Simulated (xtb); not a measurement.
Si(Br)(SH) (BrHSSi), SMILES S[Si]Br (connectivity only; charge and spin as stated), neutral, multiplicity 1. All values are semi-empirical tight-binding results from xtb (GFN2-xTB unless named), good for trends rather than for accurate numbers. Geometry: GFN2-xTB. The values are those of a single conformer.

Optimised geometry:

```xyz
4

Si     1.0679    -0.6044     0.0000
Br    -0.1843     1.2726     0.0000
S     -0.5471    -2.0600     0.0000
H      0.2525    -3.1199     0.0000
```

```
Quantity                                        Result
--------------------------------------  --------------
point group as xtb finds it                         Cs
orbital gap                                    2.40 eV
zero-point energy                         6.3 kcal/mol
G − E(el) at 298.15 K (modified RRHO)   -12.3 kcal/mol
static polarisability (D4 model)            74.0 bohr³
solvation energy, GFN2-xTB/ALPB(water)   -0.7 kcal/mol
solvation energy, GFN2-xTB/ALPB(dmf)     -4.9 kcal/mol
```

Computed atomic charges and the Wiberg bond orders between heavy atoms:
charges (e) Si1 0.47, Br2 -0.24, S3 -0.37, H4 0.14. Bond orders Si1–Br2 1.30, Si1–S3 1.22.
